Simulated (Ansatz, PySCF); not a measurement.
Dimer: H3NSe (SMILES N[SeH]) (first 5 atoms) with HF (SMILES F); geometry from B3LYP-D3(BJ)/def2-TZVP, rigid monomers moved along the line of their centres of mass till N1···H7 is 1.55 Å.
(charge 0, multiplicity 1):
```xyz
7

N     -1.0014     0.6000     0.7596
Se    -0.2006    -0.9469     0.0494
H     -0.8263     1.3977     0.1597
H     -2.0012     0.4682     0.8594
H     -0.9287    -0.9973    -1.2400
F      0.0587     0.9490     3.0037
H     -0.3383     0.8050     2.1455
```

Interaction energies are E(AB) − E(A) − E(B) at the monomers' geometry in the complex; basis-set methods are counterpoise corrected. Rows marked so take none.

Cores are frozen in the correlated methods. Filled d and f shells under p-block atoms count as core. CBS: X⁻³ extrapolation of the correlation energy, Hartree–Fock from the larger set. Rows in 3-21G carry no dispersion term and start afresh at each structure; the Pople sets are all-electron and without relativity.

The values were computed with Ansatz (an electronic-structure program) with Gaussian orbitals; PySCF for 3-21G rows, the dispersion terms. Each number belongs to the level named beside it.

**Question.** Predict the interaction energy from HF/3-21G (no counterpoise).

**Answer.** -14.0 kcal/mol

**Question.** What interaction energy does r2SCAN-D4/def2-TZVPPD give?

**Answer.** -11.4 kcal/mol

**Question.** Estimate the interaction energy that CCSD(T)/CBS(aug-cc-pVDZ, aug-cc-pVTZ) returns for this input.

**Answer.** -9.8 kcal/mol
